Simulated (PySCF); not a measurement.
Two-dimensional NMR puzzle

Compound of formula C₅H₈F₃OP. Correlations simulated from computed shifts and the bond graph:

HSQC (one-bond C–H):
```tsv
δH	δC
6.98	152.3
5.68	116.7
2.12	24.0
1.42	14.6
```

COSY cross peaks (H two or three bonds apart, from the bond graph; peaks can be absent where the dihedral angle is near 90°):
```tsv
δH	δH
6.98	5.68
6.98	2.12
```

HMBC (two and three bonds, from the bond graph; two-bond peaks within aromatic rings are usually weak or absent):
```tsv
δH	δC
6.98	116.7, 24.0
5.68	152.3, 128.9, 24.0, 14.6
2.12	152.3, 116.7
1.42	128.9, 116.7
```

Carbons without hydrogens: δ 128.9.

- σ from GIAO-KT2/pcSseg-1
- geometry: PBE0-D3(BJ)/def2-SVP
- program: PySCF 2.14
- in vacuum, a single conformation, non-relativistic Hamiltonian, rapidly exchanging positions averaged

δ = σ(ref) − σ, references computed at the same level: TMS for ¹H and ¹³C.

Exchangeable hydrogens are left out of these lists.

Problem. Which molecule is this?

Solution. `C/C=C/[P@@](C)(=O)C(F)(F)F`.

Atoms are numbered as in `[CH3:1]/[CH:2]=[CH:3]/[P@@:4]([CH3:5])(=[O:6])[C:7]([F:8])([F:9])[F:10]`; H(Xn) means a hydrogen on atom n.

- δC 152.3 is C2, an alkene CH (δH 6.98).
- δC 128.9 is C7, a CF3 carbon.
- δC 116.7 is C3, an alkene CH (δH 5.68).
- δC 24.0 is C1, an allylic methyl carbon (δH 2.12).
- δC 14.6 is C5, a methyl carbon bonded to P (δH 1.42).
- HMBC from δH 5.68 reaches the proton-free carbon C7.
- HMBC from δH 1.42 reaches the proton-free carbon C7.
- COSY links 6.98–5.68, 6.98–2.12.

This is the structure that produced the data. Such data don't tell enantiomers apart.

Shifts are as computed. Against solution values, carbons near 30 ppm lie about +2 ppm off and those near 130 ppm about -5 ppm (rms about the fit 1.2 ppm; single classes can miss by 10 ppm). Of 1328 compounds with measured shifts, 309 miss one by over three times the rms of a fit or turn the order of signals round; such compounds aren't used in these exercises. Signals without a measured value on file couldn't be tested in this way.
